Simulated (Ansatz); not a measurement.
CH7ISi2, SMILES `[SiH3]C([SiH3])I` at its PBE0-D4/def2-TZVP geometry, where that method's forces vanish. Charge 0, multiplicity 1. I takes the def2 core potential.

```json
{"atom": "Si1", "x (Å)": "-0.186", "y (Å)": "1.524", "z (Å)": "-0.511"}
{"atom": "C2", "x (Å)": "-0.179", "y (Å)": "-0.352", "z (Å)": "-0.585"}
{"atom": "Si3", "x (Å)": "0.547", "y (Å)": "-1.217", "z (Å)": "0.916"}
{"atom": "I4", "x (Å)": "-2.216", "y (Å)": "-1.012", "z (Å)": "-0.805"}
{"atom": "H5", "x (Å)": "-0.942", "y (Å)": "1.961", "z (Å)": "0.689"}
{"atom": "H6", "x (Å)": "-0.809", "y (Å)": "2.086", "z (Å)": "-1.735"}
{"atom": "H7", "x (Å)": "1.221", "y (Å)": "2.003", "z (Å)": "-0.409"}
{"atom": "H8", "x (Å)": "0.327", "y (Å)": "-0.690", "z (Å)": "-1.493"}
{"atom": "H9", "x (Å)": "1.972", "y (Å)": "-0.810", "z (Å)": "1.058"}
{"atom": "H10", "x (Å)": "0.470", "y (Å)": "-2.690", "z (Å)": "0.749"}
{"atom": "H11", "x (Å)": "-0.205", "y (Å)": "-0.804", "z (Å)": "2.127"}
```

Problem. For each bond, give half the difference of the two atoms' forces along it (eV/Å; positive pushes the atoms apart) under PBE-D4, r2SCAN-D4, B3LYP-D4, ωB97M-V in def2-TZVPP. (An estimate is asked.)

Solution. Ansatz gave: 
```json
{"bond": "Si1–C2", "length (Å)": "1.878", "PBE-D4": "-0.01", "r2SCAN-D4": "-0.01", "B3LYP-D4": "0.07", "ωB97M-V": "0.09"}
{"bond": "Si1–H5", "length (Å)": "1.484", "PBE-D4": "0.07", "r2SCAN-D4": "-0.02", "B3LYP-D4": "-0.07", "ωB97M-V": "-0.09"}
{"bond": "Si1–H6", "length (Å)": "1.484", "PBE-D4": "0.08", "r2SCAN-D4": "-0.03", "B3LYP-D4": "-0.09", "ωB97M-V": "-0.11"}
{"bond": "Si1–H7", "length (Å)": "1.489", "PBE-D4": "0.07", "r2SCAN-D4": "-0.02", "B3LYP-D4": "-0.10", "ωB97M-V": "-0.12"}
{"bond": "C2–Si3", "length (Å)": "1.878", "PBE-D4": "-0.02", "r2SCAN-D4": "-0.01", "B3LYP-D4": "0.07", "ωB97M-V": "0.09"}
{"bond": "C2–I4", "length (Å)": "2.152", "PBE-D4": "0.24", "r2SCAN-D4": "0.26", "B3LYP-D4": "0.38", "ωB97M-V": "-0.04"}
{"bond": "C2–H8", "length (Å)": "1.092", "PBE-D4": "0.11", "r2SCAN-D4": "-0.04", "B3LYP-D4": "-0.13", "ωB97M-V": "-0.07"}
{"bond": "Si3–H9", "length (Å)": "1.489", "PBE-D4": "0.07", "r2SCAN-D4": "-0.02", "B3LYP-D4": "-0.10", "ωB97M-V": "-0.12"}
{"bond": "Si3–H10", "length (Å)": "1.484", "PBE-D4": "0.08", "r2SCAN-D4": "-0.03", "B3LYP-D4": "-0.09", "ωB97M-V": "-0.11"}
{"bond": "Si3–H11", "length (Å)": "1.484", "PBE-D4": "0.07", "r2SCAN-D4": "-0.02", "B3LYP-D4": "-0.07", "ωB97M-V": "-0.09"}
```

B3LYP here is the variant with VWN-RPA as its local correlation; programs differ in this.
